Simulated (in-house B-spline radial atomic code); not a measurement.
A run on an ion of nuclear charge 26 with 26.4 electrons that did not converge. Method: scalar-relativistic (X2C) LC-wPBE, spin-polarised, spherical fractional occupations, Fermi nucleus of rms radius 3.7377 fm; computed with a B-spline radial code for spherical atoms.

Command:
```bash
python run_scf.py task.json out
```
Settings (nuclear radius in fm, mass in u):
```
Z                26
configuration    [Ar] 3d6.4 4s2
hamiltonian      x2c
method           lc_wpbe
spin_polarised   True
nucleus          fermi
rms_radius       3.7377
atomic_mass      55.93494
speed_of_light   137.035999084
```

First and last ten iterations of the last attempt (damped for 15 steps, keeping 80 % of the old Fock matrix, then DIIS):
```
 iter        energy (Eh)    residual
    1       -1259.262554    3.91e-01
    2       -1262.152632    5.57e-01
    3       -1266.883976    3.82e-01
    4       -1269.556654    2.47e-01
    5       -1270.979703    1.54e-01
    6       -1271.688938    9.94e-02
    7       -1272.019704    6.87e-02
    8       -1272.166316    5.38e-02
    9       -1272.230660    4.19e-02
   10       -1272.260440    3.27e-02
  111       -1271.817934    5.76e-02
  112       -1271.825124    5.68e-02
  113       -1271.824301    5.69e-02
  114       -1271.825240    5.68e-02
  115       -1271.817422    5.77e-02
  116       -1271.819280    5.74e-02
  117       -1271.819713    5.75e-02
  118       -1271.820413    5.75e-02
  119       -1272.282971    1.43e-02
  120       -1272.281772    1.48e-02
 not converged after 120 iterations
```

The smallest residual met was 1.3e-02; the threshold is about 3e-07. No energy from this run should be used. Run time, properties included: 25 s on 1 thread of Arm Neoverse N1 (shared host).
